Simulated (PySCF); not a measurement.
How methods differ on the excitation energy of Ti

Ti [Ar] 3d2 4s2 (3F) → Ti [Ar] 3d2 4s1 4p1 (high-spin determinant), as a difference of total energies. Computed with PySCF 2.14 in x2c-TZVPPall with one added diffuse shell each of s, p, d, f type (7s6p5d3f1g, 80 functions), with the spin-free X2C one-electron Hamiltonian (Gaussian nucleus). Correlated levels: valence: [Ar] frozen. The calculations carry no spin-orbit coupling.

| method | excitation energy (eV) |
| --- | --- |
| UHF | 1.019 |
| MP2 (valence) | 1.706 |
| SCS-MP2 (valence) | 1.950 |
| CCSD (valence) | 1.870 |
| CCSD(T) (valence) | 1.904 |

Question: How much does correlation contribute at CCSD(T) (valence)?

Answer: 1.904 − (1.019) = 0.885 eV, measured against UHF.

The determinant of the upper state mixes LS terms, which raises its energy above the lowest term, most at the Hartree-Fock and MP2 levels.
